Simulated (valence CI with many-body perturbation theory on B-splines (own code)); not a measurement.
# Missing levels of Tb58+

Calculated by relativistic CI+MBPT: five valence electrons over a frozen Dirac-Fock core [He], a basis of 11 s, 11 p, 10 d, 8 f, 5 g, 2 h functions for each j, with the one-electron correlation potential Σ1, the two-electron term Σ2, the three-electron term Σ3, Breit, model QED; selected CI, second order for the rest, scaled by the run's own slope (own B-spline code, finite nucleus).

The last digits are not significant, and no measured levels were compared; by estimate large intervals hold to a few tenths of a per cent, small ones and those within an open d or f shell to about a per cent. Among the levels kept, up to 7300 cm⁻¹ of a level comes from second order outside the variational space, and about a tenth of that is noise between levels of different J, which matters for small intervals.

| Level | E (Ry) |
| --- | --- |
| (2s^2 2p1/2^2 2p3/2) J=3/2 | 0.00 |
| (2s^2 2p1/2 2p3/2^2) J=3/2 | 55.84 |
| (2s^2 2p1/2 2p3/2^2) J=5/2 | 57.48 |
| (2s^2 2p1/2 2p3/2^2) J=1/2 | 60.59 |
| (2s 2p1/2^2 2p3/2^2) J=5/2 | ? |
| (2s 2p1/2^2 2p3/2^2) J=1/2 | 83.24 |
| (2s 2p1/2^2 2p3/2^2) J=3/2 | 83.35 |
| (2s^2 2p3/2^3) J=3/2 | ? |
| (2s 2p1/2 2p3/2^3) J=3/2 [a] | 134.29 |
| (2s 2p1/2 2p3/2^3) J=5/2 | ? |
| (2s 2p1/2 2p3/2^3) J=1/2 | 140.86 |
| (2s 2p1/2 2p3/2^3) J=3/2 [b] | ? |
| (2p1/2^2 2p3/2^3) J=3/2 | 164.63 |
| (2s 2p3/2^4) J=1/2 | 197.95 |
| (2p1/2 2p3/2^4) J=1/2 | 222.36 |
| (2s^2 2p1/2^2 3s) J=1/2 | 496.42 |
| (2s^2 2p1/2^2 3p1/2) J=1/2 | ? |
| (2s^2 2p1/2^2 3p3/2) J=3/2 | 520.32 |
| (2s^2 2p1/2^2 3d3/2) J=3/2 | 526.08 |
| (2s^2 2p1/2^2 3d5/2) J=5/2 | ? |

Levels are named by their leading jj configuration (3d3/2^4 stands for four electrons in 3d with j = 3/2), which in mixed levels can hold well under half, so a name can repeat and another be missing. Letters in brackets count levels of one name in rising energy.

(1) The levels stand in rising order. What does the calculation give for the missing energies?

Answers

(1) (2s 2p1/2^2 2p3/2^2) J=5/2 76.72; (2s^2 2p3/2^3) J=3/2 116.54; (2s 2p1/2 2p3/2^3) J=5/2 137.08; (2s 2p1/2 2p3/2^3) J=3/2 [b] 141.58; (2s^2 2p1/2^2 3p1/2) J=1/2 502.75; (2s^2 2p1/2^2 3d5/2) J=5/2 531.32.
